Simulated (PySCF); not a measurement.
C4H10O (SMILES CCCCO), singlet, at a GFN2-xTB geometry; MP2/STO-3G in PySCF.

Here is a job for PySCF.
```python
from pyscf import gto, scf, mp

mol = gto.Mole()
mol.atom = '''
    C    -2.50952667   -0.11271046    0.13381353
    C    -1.18241311   -0.05565564   -0.61255972
    C     0.00006199    0.00132060    0.34916149
    C     1.33492427    0.05877013   -0.38525329
    O     2.37065623    0.10911372    0.57317068
    H    -2.55146089   -0.99462734    0.76884867
    H    -3.34093224   -0.15286017   -0.56605456
    H    -2.63091770    0.76660652    0.76220143
    H    -1.16625082    0.82520369   -1.25876653
    H    -1.08678075   -0.93632417   -1.25211817
    H    -0.07888728    0.88179725    0.98877387
    H     0.00049772   -0.87784502    0.99541510
    H     1.36587285    0.94922887   -1.03103334
    H     1.44614708   -0.83012390   -1.02431772
    H     3.21918334    0.14568675    0.12071370
'''
mol.basis = 'sto-3g'
mol.verbose = 4
mol.build()

mf = scf.RHF(mol)
mf.kernel()

pt = mp.MP2(mf)
pt.kernel()
print('E(MP2) = %.10f' % pt.e_tot)
```

What does PySCF print? Leave out banner, timings and long lists.


```
PySCF version 2.14.0

[INPUT] verbose = 4
[INPUT] num. atoms = 15
[INPUT] num. electrons = 42
[INPUT] charge = 0
[INPUT] spin (= nelec alpha-beta = 2S) = 0
[INPUT] symmetry False subgroup None
[INPUT] Mole.unit = angstrom
[INPUT] Symbol           X                Y                Z      unit          X                Y                Z       unit  Magmom
[INPUT]  1 C     -2.509526670000  -0.112710460000   0.133813530000 AA   -4.742318108592  -0.212991900774   0.252870923461 Bohr   0.0
[INPUT]  2 C     -1.182413110000  -0.055655640000  -0.612559720000 AA   -2.234436943995  -0.105173916887  -1.157570105740 Bohr   0.0
[INPUT]  3 C      0.000061990000   0.001320600000   0.349161490000 AA    0.000117144122   0.002495572320   0.659819589345 Bohr   0.0
[INPUT]  4 C      1.334924270000   0.058770130000  -0.385253290000 AA    2.522641267335   0.111059450005  -0.728023206688 Bohr   0.0
[INPUT]  5 O      2.370656230000   0.109113720000   0.573170680000 AA    4.479891010194   0.206195047232   1.083135607831 Bohr   0.0
[INPUT]  6 H     -2.551460890000  -0.994627340000   0.768848670000 AA   -4.821562299639  -1.879573268605   1.452913417536 Bohr   0.0
[INPUT]  7 H     -3.340932240000  -0.152860170000  -0.566054560000 AA   -6.313446934330  -0.288863856654  -1.069688089961 Bohr   0.0
[INPUT]  8 H     -2.630917700000   0.766606520000   0.762201430000 AA   -4.971713909271   1.448676368106   1.440351954452 Bohr   0.0
[INPUT]  9 H     -1.166250820000   0.825203690000  -1.258766530000 AA   -2.203894642349   1.559408971080  -2.378723996469 Bohr   0.0
[INPUT] 10 H     -1.086780750000  -0.936324170000  -1.252118170000 AA   -2.053717974949  -1.769396245111  -2.366160416892 Bohr   0.0
[INPUT] 11 H     -0.078887280000   0.881797250000   0.988773870000 AA   -0.149075353912   1.666355299895   1.868511813426 Bohr   0.0
[INPUT] 12 H      0.000497720000  -0.877845020000   0.995415100000 AA    0.000940554487  -1.658886667613   1.881061919257 Bohr   0.0
[INPUT] 13 H      1.365872850000   0.949228870000  -1.031033340000 AA    2.581125607479   1.793782593830  -1.948370637896 Bohr   0.0
[INPUT] 14 H      1.446147080000  -0.830123900000  -1.024317720000 AA    2.732821917039  -1.568706820456  -1.935679955339 Bohr   0.0
[INPUT] 15 H      3.219183340000   0.145686750000   0.120713700000 AA    6.083374857363   0.275308057478   0.228115832483 Bohr   0.0

nuclear repulsion = 185.584965140894
number of shells = 25
number of NR pGTOs = 105
number of NR cGTOs = 35
basis = sto-3g
ecp = {}

******** <class 'pyscf.scf.hf.RHF'> ********
method = RHF
initial guess = minao
damping factor = 0
level_shift factor = 0
DIIS = <class 'pyscf.scf.diis.CDIIS'>
diis_start_cycle = 1
diis_space = 8
diis_damp = 0
SCF conv_tol = 1e-09
SCF conv_tol_grad = None
SCF max_cycles = 50
direct_scf = True
direct_scf_tol = 1e-13
Set gradient conv threshold to 3.16228e-05
Initial guess from minao.
init E= -230.004392911242
  HOMO = -0.301462871594381  LUMO = 0.369676085735958  gap/eV = 18.26262
cycle= 1 E= -229.216358340966  delta_E= 0.788  |g|= 0.438  |ddm|= 4.37
  HOMO = -0.236037296014691  LUMO = 0.565402166037697  gap/eV = 21.80828
cycle= 2 E= -229.286104385336  delta_E= -0.0697  |g|= 0.101  |ddm|= 0.712
  HOMO = -0.344952023031796  LUMO = 0.557397283800876  gap/eV = 24.55418
cycle= 3 E= -229.289390913197  delta_E= -0.00329  |g|= 0.0217  |ddm|= 0.145
  HOMO = -0.348023739377278  LUMO = 0.554643218547594  gap/eV = 24.56282
cycle= 4 E= -229.289618970194  delta_E= -0.000228  |g|= 0.0026  |ddm|= 0.0473
  HOMO = -0.346441269492186  LUMO = 0.555928590113984  gap/eV = 24.55473
cycle= 5 E= -229.289621919887  delta_E= -2.95e-06  |g|= 0.000574  |ddm|= 0.00465
  HOMO = -0.346689907827253  LUMO = 0.555829892144373  gap/eV = 24.55881
cycle= 6 E= -229.289622133797  delta_E= -2.14e-07  |g|= 9.13e-05  |ddm|= 0.0015
  HOMO = -0.34672095343484  LUMO = 0.555810210390624  gap/eV = 24.55912
cycle= 7 E= -229.289622138567  delta_E= -4.77e-09  |g|= 2.3e-05  |ddm|= 0.000201
  HOMO = -0.346725535406345  LUMO = 0.55581240829388  gap/eV = 24.55931
cycle= 8 E= -229.289622138888  delta_E= -3.21e-10  |g|= 3.9e-06  |ddm|= 5.6e-05
  HOMO = -0.346726049943143  LUMO = 0.555811766062416  gap/eV = 24.55930
Extra cycle  E= -229.289622138895  delta_E= -7.56e-12  |g|= 1.49e-06  |ddm|= 6.87e-06
converged SCF energy = -229.289622138895

******** <class 'pyscf.mp.mp2.RMP2'> ********
nocc = 21, nmo = 35
E(RMP2) = -229.529845406254  E_corr = -0.240223267359003
E(SCS-RMP2) = -229.556002140179  E_corr = -0.266380001284069
E_corr(same-spin) = -0.0252552917846939
E_corr(oppo-spin) = -0.214967975574309
E(MP2) = -229.5298454063
```
